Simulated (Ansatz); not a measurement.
One change: `CC(C)[O][InH][F]` becomes `CC(C)[O][AlH][F]`.

Ansatz, PBE0-D4/def2-TZVP geometries, multiplicity 1. Each molecule was computed in one conformer, which needn't be the lowest.

Elements past krypton have def2 core potentials.

| property | `CC(C)[O][InH][F]` |
| --- | --- |
| HOMO–LUMO gap (B3LYP/def2-TZVPP) / eV | 6.03 |
| HOMO energy (ωB97M-V/def2-TZVPP) / eV | -10.26 |
| HOMO–LUMO gap (ωB97M-V/def2-TZVPP) / eV | 10.37 |
| LUMO energy (PBE/def2-TZVPP) / eV | -2.11 |
| HOMO–LUMO gap (PBE0/def2-TZVPP) / eV | 6.54 |
| HOMO energy (PBE/def2-TZVPP) / eV | -6.38 |

(1) Give the same properties after the change, and the shifts. (Best estimate.)

Answers

(1) Ansatz gave: 
```tsv
property	`CC(C)[O][AlH][F]`	shift
HOMO–LUMO gap (B3LYP/def2-TZVPP) / eV	7.41	1.38
HOMO energy (ωB97M-V/def2-TZVPP) / eV	-10.67	-0.41
HOMO–LUMO gap (ωB97M-V/def2-TZVPP) / eV	11.78	1.41
LUMO energy (PBE/def2-TZVPP) / eV	-1.18	0.93
HOMO–LUMO gap (PBE0/def2-TZVPP) / eV	7.87	1.33
HOMO energy (PBE/def2-TZVPP) / eV	-6.81	-0.43
```

With PBE0 the HOMO falls by 0.40 eV and the LUMO rises by 0.92 eV, so the gap widens by about 1.32 eV. PBE moves the HOMO by -0.43 eV and ωB97M-V by -0.41 eV.

B3LYP here is the variant with VWN-RPA as its local correlation; programs differ in this.
